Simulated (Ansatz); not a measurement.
Ansatz (a quantum-chemistry and plane-wave program) input (HF/aug-cc-pV(T+d)Z): A basis named .json is the Basis Set Exchange file of that set (core-valence sets with the plain set on hydrogen).

Ansatz 0.2 input:
```yaml
crystal:
  periodic: [false, false, false]
  atoms:
    - {symbol: H, position_ang: [0.00000000, 0.00000000, 0.00000000]}
basis:
  gaussian:
    orbitals: aug-cc-pV_T+d_Z.json
    fitting: {mean_field: def2-universal-JKFIT.json}
hamiltonian:
  xc: {name: HF}
magnetization: {spin_polarized: true, initial_magnetization: 1}
scf: {lower_state_search: full}
```

Output:

```
Functional definition: HF
integrals: 0.00 GiB planned
18 factors; integrals over basis functions are off by at most 1.7e0 eV
mean field: 0.04 GiB planned
mean field evaluation 1: about -13.5413 eV, gradient 1.8e0 eV
mean field evaluation 2: about -13.5915 eV, gradient 7.1e-1 eV
mean field evaluation 4: about -13.6008 eV, gradient 2.3e-5 eV
mean field evaluation 8: about -13.5915 eV, gradient 7.1e-1 eV
mean field evaluation 16: about -13.6008 eV, gradient 1.2e-5 eV
mean field -13.60082707 eV, -0.4998211760 hartree, gradient 2.3e-5 eV, S^2 0.750000; 2 other end points of the search recorded, 0 dependent functions left out
reference -13.60082707 eV, -0.4998211760 hartree; 1, 0 occupied and 22, 23 virtual orbitals, 18 factors
Total energy: -13.60082707 eV, -0.4998211760 hartree
```
